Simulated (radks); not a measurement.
Values are calculated unless marked as measured or tabulated.
Question: The table gives one normalised radial function P(r) = r R(r) of Sn4+ in [Ar] 3d10 4s2 4p5.75 4d10 5s0.25 (r in bohr). Level of theory: scalar-relativistic Kohn-Sham, SCAN, spin-unpolarised, spherical densities, finite nucleus; meta-GGA in the generalised Kohn-Sham scheme; Fermi nuclear charge, rms radius 4.6519 fm (a radial shooting solver on a logarithmic mesh with Libxc functionals).

r	P
0.0035	0.0001
0.004042	0.0001
0.00463	0.0002
0.005348	0.0002
0.006127	0.0003
0.007019	0.0005
0.008106	0.0008
0.009287	0.0011
0.01064	0.0016
0.01229	0.0024
0.01408	0.0035
0.01626	0.0051
0.01863	0.0073
0.02134	0.0104
0.02465	0.0151
0.02824	0.0214
0.03261	0.0305
0.03736	0.0424
0.0428	0.0582
0.04943	0.0805
0.05664	0.1080
0.06489	0.1427
0.07494	0.1880
0.08585	0.2392
0.09915	0.3013
0.1136	0.3652
0.1301	0.4300
0.1503	0.4929
0.1722	0.5371
0.1973	0.5567
0.2278	0.5383
0.261	0.4748
0.3015	0.3515
0.3454	0.1822
0.3957	-0.0303
0.457	-0.2874
0.5236	-0.5331
0.6046	-0.7676
0.6927	-0.9378
0.7936	-1.0367
0.9166	-1.0560
1.05	-0.9994
1.203	-0.8859
1.389	-0.7292
1.592	-0.5677
1.838	-0.4031
2.106	-0.2693
2.413	-0.1648
2.787	-0.0878
3.193	-0.0430
3.658	-0.0185
4.224	-0.0064
4.84	-0.0020
5.589	-0.0004
6.404	-0.0001

Which n and l does it have? It may be an empty orbital.

Answer: n = 4, l = 2: the number of nodes gives n - l - 1 = 1, the rise at small r (about r^(l+1), flatter next to the nucleus through relativity) gives l, and the extent must fit the shell. The curve is that of 4d. 4d: eigenvalue -69.853 eV, 1 radial node at r = 0.389 bohr, <r> = 1.06 bohr, 90 % of the charge inside 1.62 bohr.
